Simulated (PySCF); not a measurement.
How methods differ on the ionisation energy of Er⁴⁹⁺

Er⁴⁹⁺ [Ar] 3d1 [3d3/2^1, M_J = 3/2] → Er⁵⁰⁺ [Ar], as a difference of total energies. All numbers are calculated (PySCF 2.14, the two-component X2C-1e Hamiltonian, in an uncontracted even-tempered set (15 s from 13 bohr⁻², ratio 2.8; 12 p from 16 bohr⁻², ratio 2.8; 8 d from 16 bohr⁻², ratio 2.8; 3 f from 50 bohr⁻², ratio 3)). Correlated levels: [Ne] frozen; the 72 highest virtual spinors dropped. "Screened" scales the spin-orbit matrix elements by Boettger's factors to mimic the two-electron term; Breit and QED terms are absent.

```tsv
method	ionisation energy (eV)
GHF (spin-free)	4265.3
GMP2 (spin-free)	4264.8
GHF (screened spin-orbit)	4296.2
GMP2 (screened spin-orbit)	4295.8
```

Breit and QED terms and the two-electron picture change are absent.

The spin-free rows lack the spin-orbit shift.

For comparison: 4294 ± 4 eV (theoretical estimate listed by NIST; NIST Atomic Spectra Database, ionization energies).
